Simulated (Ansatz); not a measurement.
Calculated with Ansatz (gas phase, PBE0-D4/def2-TZVP geometries, no zero-point term in ΔE). CCSD(T)/CBS adds triple-zeta CCSD(T) − MP2 to the extrapolated MP2 energy (def2 sets, frozen cores). Functionals use def2-TZVPP. B3LYP here is the variant with VWN-RPA as its local correlation; programs differ in this. Each species was taken in one conformer, which may not be the lowest.

`C[CH2][AlH2]` + `N[SiH]([SiH3])O[SiH3]` → `[AlH2][SiH]([SiH3])O[SiH3]` + `CCN`  (formal exchange of groups at the Al–C bond)

```json
{"level": "PBE-D4", "ΔE (kJ/mol)": "106.3", "difference from CCSD(T)/CBS": "-19.0"}
{"level": "B3LYP-D4", "ΔE (kJ/mol)": "122.9", "difference from CCSD(T)/CBS": "-2.4"}
{"level": "ωB97X-V", "ΔE (kJ/mol)": "121.2", "difference from CCSD(T)/CBS": "-4.1"}
{"level": "B2PLYP", "ΔE (kJ/mol)": "127.3", "difference from CCSD(T)/CBS": "2.0"}
{"level": "r2SCAN", "ΔE (kJ/mol)": "122.8", "difference from CCSD(T)/CBS": "-2.5"}
{"level": "PBE0", "ΔE (kJ/mol)": "110.9", "difference from CCSD(T)/CBS": "-14.4"}
{"level": "B3LYP", "ΔE (kJ/mol)": "121.7", "difference from CCSD(T)/CBS": "-3.6"}
{"level": "HF/def2-QZVPP", "ΔE (kJ/mol)": "128.1", "difference from CCSD(T)/CBS": "2.8"}
{"level": "SCS-MP2/def2-QZVPP", "ΔE (kJ/mol)": "133.4", "difference from CCSD(T)/CBS": "8.1"}
{"level": "CCSD/CBS(def2)", "ΔE (kJ/mol)": "126.2", "difference from CCSD(T)/CBS": "0.9"}
{"level": "CCSD(T)/CBS", "ΔE (kJ/mol)": "125.3", "difference from CCSD(T)/CBS": "0"}
```

Largest T1 diagnostic among the species: 0.013.

From PBE to PBE0 (25 % exact exchange), in def2-TZVPP and without D4, ΔE moves by +5.4 kJ/mol.
